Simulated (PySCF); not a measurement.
**NMR problem set**

- coordinates at the GFN2-xTB level
- σ from GIAO-PBE0/pcSseg-1
- code: PySCF
- one computed conformer, relativity neglected, isolated molecule, one averaged value for each set of equivalent atoms

δ = σ(ref) − σ, references computed at the same level: ¹H, ¹³C vs TMS. Splittings of carbon signals by F and P are missing where no couplings were computed. Where no couplings were computed, multiplicities follow the n + 1 count of equivalent neighbours, and m marks all less simple cases (inequivalent or close neighbours, rings, F or P nearby). Shifts are as computed. Against solution values, carbons near 30 ppm lie about +3 ppm off and those near 130 ppm about +5 ppm. Of 1211 compounds with measured shifts, 218 miss one by over three times the rms of a fit or turn the order of signals round; such compounds aren't used in these exercises. OH and NH positions are gas-phase values without hydrogen bonding to other molecules.

(1) C7H5FN2. ¹H NMR (400 MHz, computed): δ 9.59 (br s, 1H), 8.22 (m, 1H), 7.62 (m, 1H), 7.40 (d, 1H), 7.16 (m, 1H). ¹³C{¹H} NMR (computed): δ 166.1 (C), 147.5 (C), 134.4 (CH), 132.4 (CH), 119.0 (C), 111.4 (CH), 108.4 (CH). Identify the compound.

(2) C6H14O2Si. ¹H NMR (500 MHz, computed): δ 4.78 (s, 3H), 2.25 (s, 2H), 1.10 (s, 9H). ¹³C{¹H} NMR (computed): δ 180.3, 52.1, 33.8, 30.9. Identify the compound.

## Answers

(1) `Fc1cccc2[nH]ncc12`. The formula gives 6 degrees of unsaturation (2 rings in the answer). 7 carbon signals for 7 carbons: no two carbons are equivalent. Carbon types of the structure: 3 × C, 4 × CH, leaving 1 H on heteroatoms. δC 166.1: aromatic carbon bearing fluorine; the electronegative substituent deshields the carbon that carries it. δC 147.5, 119.0: ring-fusion aromatic carbon. δC 132.4, 111.4, 108.4: aromatic CH. δH 9.59: hydrogen on a pyrrole-type ring nitrogen; exchangeable, gas-phase position.

This is the structure that produced the data.

(2) `CC(C)(C)CC(=O)O[SiH3]`. Rings plus π bonds: 1 (no ring in the answer). 4 carbon signals for 6 carbons: some carbons are equivalent by symmetry or fast rotation. Carbon types of the structure: 2 × C, 1 × CH2, 3 × CH3, leaving 3 H on heteroatoms. δC 180.3: carbonyl carbon. δC 33.8: quaternary sp3 carbon; saturated and bonded to C and H only. δH 2.25: hydrogen on an sp3 CH2 α to a carbonyl; α to C=O. δH 1.10: hydrogen on a methyl carbon; far from electronegative atoms and π systems.

The data come from this structure; uniqueness wasn't tested.
